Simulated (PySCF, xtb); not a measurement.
B(F)(OH)(OEt) (C2H6BFO2), SMILES B(OCC)(O)F. Other conformers were not sampled.

Harmonic wavenumbers (cm⁻¹) from GFN2-xTB run with xtb at its own minimum, in rising order: 29, 116, 166, 234, 363, 420, 492, 517, 578, 785, 838, 928, 963, 1085, 1112, 1154, 1243, 1256, 1323, 1387, 1398, 1462, 1476, 1491, 2928, 2944, 3047, 3048, 3051, 3642.

Problem. What does PBE0-D3(BJ)/def2-SVP run with PySCF give at its own minimum? (Estimate from the structure and the level; the computed values follow.)

Solution. 66, 105, 204, 291, 393, 455, 510, 532, 687, 798, 837, 950, 1002, 1116, 1164, 1194, 1323, 1370, 1414, 1447, 1459, 1473, 1483, 1557, 3061, 3067, 3125, 3162, 3167, 3929. Paired by order, the mean absolute difference is 63 cm⁻¹ and the zero-point energies are 56.4 and 59.1 kcal/mol.
